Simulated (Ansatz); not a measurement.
A nudged elastic band was laid between two geometries of Cl3HOTi + H2 (8 atoms, charge 0, multiplicity 1).

Level of theory: RHF/def2-SVP (Ansatz).

```yaml
movable_images: 8
climbing_image: no
spring: 5.0 eV/Å²
optimiser: quadratic models (default)
start_path: through a guess of the saddle point
force_threshold: 0.03 eV/Å
iteration_limit: 60
end_points: relaxed
```

Image 0:

```xyz
8
Properties=species:S:1:pos:R:3
Ti -0.322 0.392 -0.159
O -0.452 0.303 1.538
H -0.564 0.107 2.456
Cl 1.790 0.560 -0.732
Cl -1.427 2.145 -0.886
Cl -1.177 -1.427 -1.039
H 1.313 -2.840 1.653
H 1.772 -2.317 1.923
```

Image 9:

```xyz
8
Properties=species:S:1:pos:R:3
Ti 0.378 -0.252 -0.147
O -0.236 -0.684 1.953
H -0.943 -1.305 2.080
Cl 1.476 -0.088 -2.047
Cl 0.208 1.883 0.541
Cl -1.262 -1.720 -0.620
H 1.668 -0.967 0.459
H -0.356 0.057 2.535
```

(1) Which bonds break or form, and what moves?

(2) What energy profile does the band end with?

(3) What is the geometry of the highest image?

Answers

(1) Bonds broken: H7–H8. Bonds formed: Ti1–H7, O2–H8. Cl3HOTi + H2 becomes Cl3H3OTi.

(2) It converged. The highest image is number 3 of 0 to 9, 27.2 kcal/mol above the first end and 13.4 kcal/mol above the last; the last end lies 13.8 kcal/mol above the first. The profile has 2 maxima (images 3, 7) with wells between them (image 6): this band takes more than one step, which may be the mechanism or a detour left from its start path. No image climbed, so the highest image needn't sit at the top of the path. The orbitals stay closed-shell, which can raise the energy where a bond breaks towards radicals; this wasn't checked here.

```json
{"image": "0", "path coordinate (Å)": "0.00", "energy (kcal/mol)": "0.0", "H7–H8 (Å)": "0.75", "Ti1–H7 (Å)": "4.05", "O2–H8 (Å)": "3.46"}
{"image": "1", "path coordinate (Å)": "1.06", "energy (kcal/mol)": "0.1", "H7–H8 (Å)": "0.75", "Ti1–H7 (Å)": "3.66", "O2–H8 (Å)": "3.36"}
{"image": "2", "path coordinate (Å)": "2.12", "energy (kcal/mol)": "4.0", "H7–H8 (Å)": "0.74", "Ti1–H7 (Å)": "2.97", "O2–H8 (Å)": "2.37"}
{"image": "3", "path coordinate (Å)": "3.18", "energy (kcal/mol)": "27.2", "H7–H8 (Å)": "0.78", "Ti1–H7 (Å)": "2.11", "O2–H8 (Å)": "1.70"}
{"image": "4", "path coordinate (Å)": "4.24", "energy (kcal/mol)": "24.0", "H7–H8 (Å)": "1.80", "Ti1–H7 (Å)": "1.67", "O2–H8 (Å)": "0.95"}
{"image": "5", "path coordinate (Å)": "5.30", "energy (kcal/mol)": "15.5", "H7–H8 (Å)": "2.42", "Ti1–H7 (Å)": "1.61", "O2–H8 (Å)": "0.95"}
{"image": "6", "path coordinate (Å)": "6.36", "energy (kcal/mol)": "14.2", "H7–H8 (Å)": "2.86", "Ti1–H7 (Å)": "1.60", "O2–H8 (Å)": "0.95"}
{"image": "7", "path coordinate (Å)": "7.41", "energy (kcal/mol)": "15.5", "H7–H8 (Å)": "2.43", "Ti1–H7 (Å)": "1.61", "O2–H8 (Å)": "0.95"}
{"image": "8", "path coordinate (Å)": "8.47", "energy (kcal/mol)": "14.9", "H7–H8 (Å)": "2.56", "Ti1–H7 (Å)": "1.60", "O2–H8 (Å)": "0.95"}
{"image": "9", "path coordinate (Å)": "9.53", "energy (kcal/mol)": "13.8", "H7–H8 (Å)": "3.08", "Ti1–H7 (Å)": "1.59", "O2–H8 (Å)": "0.95"}
```

(3) 
```xyz
8
Properties=species:S:1:pos:R:3:forces:R:3
Ti 0.003 -0.212 0.070 -0.45 0.41 0.40
O -0.377 -0.268 1.819 -0.29 0.45 -0.16
H -0.762 0.329 2.439 -0.30 0.27 -0.04
Cl 1.933 0.127 -1.025 -0.22 -0.07 0.46
Cl -0.960 1.735 -0.166 -0.18 0.20 -0.44
Cl -1.063 -1.776 -1.051 0.01 0.18 0.21
H 1.263 -1.622 1.009 0.35 -0.51 0.79
H 0.896 -1.389 1.658 1.08 -0.93 -1.22
```

Time of the run: 8.1 min on 2 threads of Arm Neoverse V1 (shared host), peak memory 0.29 GiB.
